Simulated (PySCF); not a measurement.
# Working out the ionisation energy of Mn(2+)

Mn(2+) [Ar] 3d5 (6S) → Mn(3+) [Ar] 3d4 (5D). All numbers are calculated (PySCF 2.14, no relativity, point nucleus, in dyall-av2z (16s12p7d2f, 101 functions)). Frozen: [Ar]; the 25 highest virtual orbitals dropped. Energies in hartree (1 hartree = 27.21139 eV):

```csv
part,Mn(2+) (lower),Mn(3+) (upper)
UHF,-1149.095339,-1147.897152
CCSD correlation,-0.066195,-0.037277
(T),-0.000560,-0.000144
```

Question: What does Hartree-Fock give?

Answer: (-1147.897152) − (-1149.095339) = 1.198187 hartree = 32.604 eV.

Question: What do CCSD and CCSD(T) give?

Answer: The CCSD correlation energies differ by 0.028918 hartree = 0.787 eV and the triples by 0.000416 hartree = 0.011 eV, so CCSD gives 33.391 eV and CCSD(T) 33.402 eV.

A first-order spin-orbit estimate adds -0.070 eV to CCSD(T) (valence), giving 33.332 eV against 33.668 ± 0.012 eV (measured; NIST Atomic Spectra Database, ionization energies).

The calculation is non-relativistic.

A double-zeta basis recovers only part of the correlation energy.

What remains against the reference includes basis incompleteness, the frozen core and higher excitations.
